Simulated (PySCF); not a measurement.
Building multiplets from coupling constants

Cartesian coordinates in Å; atom numbers follow the order of the lines, from 1:
```xyz
19

C     2.4580   -0.6591    0.4481
C     1.8848    0.3479   -0.2210
B     0.3433    0.5016   -0.5713
N    -0.3528    1.7732    0.1137
B    -1.4531    0.7574    0.6648
N    -0.6184   -0.5148    0.1848
C    -1.2823   -1.5653   -0.5756
H     3.5349   -0.7098    0.6421
H     1.8784   -1.5115    0.8286
H     2.5581    1.1425   -0.5781
H     0.0925    0.5014   -1.7679
H    -0.6958    2.4842   -0.5248
H     0.2047    2.2266    0.8339
H    -2.4889    0.8542    0.0306
H    -1.5867    0.8097    1.8759
H    -0.1306   -0.9310    0.9773
H    -1.8068   -1.1135   -1.4267
H    -0.5510   -2.2914   -0.9624
H    -2.0207   -2.0942    0.0463
```

PySCF calculation with geometry: PBE0-D3(BJ)/def2-SVP, couplings computed with B3LYP/pcJ-1 (spin–dipole term only in couplings to heteroatoms) and shieldings: GIAO PBE0/pcSseg-1; gas phase, one computed conformer, one averaged value for each set of equivalent atoms, relativity neglected.

Chemical shifts δ = σref − σ; TMS for $^{13}$C and $^{1}$H, all at this level.

Spectrometer: 500 MHz for $^{1}$H. First-order analysis; couplings under 1 Hz (under 4 Hz in carbon signals) are ignored, and nearly equal couplings are merged; the smaller ones broaden or split the lines further.

(1) What pattern does C7 show in the proton-coupled $^{13}$C spectrum?

(2) What pattern does H10 show ($^{1}$H)?

(3) What pattern does H9 show ($^{1}$H)?

(4) What pattern does H8 show ($^{1}$H)?

Results:

(1) A quartet of doublets of doublets at δ 39.4: 143.0 Hz to H17/H18/H19 (3 × $^{1}$H, 1 bond away), 8.1 Hz to H14 (1 × $^{1}$H, 3 bonds away), 7.2 Hz to H11 (1 × $^{1}$H, 3 bonds away). Lines in Hz from the centre (relative intensity): +222.2 (1), +214.9 (1), +214.1 (1), +206.8 (1), +79.2 (3), +72.0 (3), +71.0 (3), +63.9 (3), -63.9 (3), -71.0 (3), -72.0 (3), -79.2 (3), -206.8 (1), -214.1 (1), -214.9 (1), -222.2 (1). The outer lines are 444.3 Hz apart, the sum of the couplings kept, or 3.534 ppm at this field.

(2) A doublet of doublets at δ 6.55: 20.8 Hz to H9 (1 × $^{1}$H, 3 bonds away), 14.4 Hz to H8 (1 × $^{1}$H, 3 bonds away). Lines in Hz from the centre (relative intensity): +17.6 (1), +3.2 (1), -3.2 (1), -17.6 (1). The outer lines are 35.2 Hz apart, the sum of the couplings kept, or 0.070 ppm at this field.

(3) A doublet of doublets at δ 5.23: 20.8 Hz to H10 (1 × $^{1}$H, 3 bonds away), 2.8 Hz to H8 (1 × $^{1}$H, 2 bonds away). Lines in Hz from the centre (relative intensity): +11.8 (1), +9.0 (1), -9.0 (1), -11.8 (1). The outer lines are 23.6 Hz apart, the sum of the couplings kept, or 0.047 ppm at this field.

(4) A doublet of doublets at δ 5.65: 14.4 Hz to H10 (1 × $^{1}$H, 3 bonds away), 2.8 Hz to H9 (1 × $^{1}$H, 2 bonds away). Lines in Hz from the centre (relative intensity): +8.6 (1), +5.8 (1), -5.8 (1), -8.6 (1). The outer lines are 17.2 Hz apart, the sum of the couplings kept, or 0.034 ppm at this field.

OH and NH positions are those of a molecule without intermolecular hydrogen bonds; in solution they move with solvent, concentration and temperature, and exchange usually removes their couplings. Hydrogens on boron are broadened and split by $^{11}$B (spin 3/2, 80 %) and 10B (spin 3). Unscaled 3J(H,H) at this level run about 10 % above measured values. Only one conformer was computed, so three-bond couplings in flexible chains and rings are approximate.
